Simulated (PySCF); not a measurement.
Compound: silaneselenol, H₄SeSi.
Numbering: `[SiH3:1][SeH:2]` (hydrogens: H3, H4, H5 on Si1; H6 on Se2)

A GFN2-xTB structure was refined with PBE0-D3(BJ)/def2-TZVP geometry optimisation, gas phase in PySCF 2.14.0. Its GFN2-xTB values:

| coordinate | GFN2-xTB |
| --- | --- |
| Si1–Se2 | 2.253 Å |
| Si1–H3 | 1.453 Å |
| Se2–H6 | 1.441 Å |
| Si1–Se2–H6 | 96.5° |
| Se2–Si1–H3 | 110.2° |
| Se2–Si1–H5 | 104.6° |
| H3–Si1–H4 | 110.0° |

Q: How do these coordinates change at the PBE0-D3(BJ)/def2-TZVP level?

A: 
```json
{"coordinate": "Si1–H3", "PBE0-D3(BJ)/def2-TZVP (Å or °)": "1.484", "change": "+0.031"}
{"coordinate": "Se2–H6", "PBE0-D3(BJ)/def2-TZVP (Å or °)": "1.469", "change": "+0.028"}
{"coordinate": "Si1–Se2", "PBE0-D3(BJ)/def2-TZVP (Å or °)": "2.278", "change": "+0.025"}
{"coordinate": "Si1–Se2–H6", "PBE0-D3(BJ)/def2-TZVP (Å or °)": "93.2", "change": "-3.3"}
{"coordinate": "Se2–Si1–H3", "PBE0-D3(BJ)/def2-TZVP (Å or °)": "111.5", "change": "+1.3"}
{"coordinate": "H3–Si1–H4", "PBE0-D3(BJ)/def2-TZVP (Å or °)": "109.1", "change": "-0.9"}
{"coordinate": "Se2–Si1–H5", "PBE0-D3(BJ)/def2-TZVP (Å or °)": "104.7", "change": "+0.1"}
```

The energy falls by 0.049 eV over 4 energy and gradient evaluations, the largest force component goes from 0.0155 to 3.3e-04 Eh/bohr, and the atoms move by 0.037 Å rms after alignment. The bond that changes most is Si1–H3 (SiH3 silicon to Si–H hydrogen), which lengthens by 0.031 Å. Bonds longer at the end by more than 0.005 Å: 4 of 5; shorter: 0. Rotational constants go from 63498, 4149, 4078 to 62731, 4044, 3975 MHz.

The run used 109 basis functions and 25 SCF cycles in all.

Whether it is a minimum is left open (no frequencies).
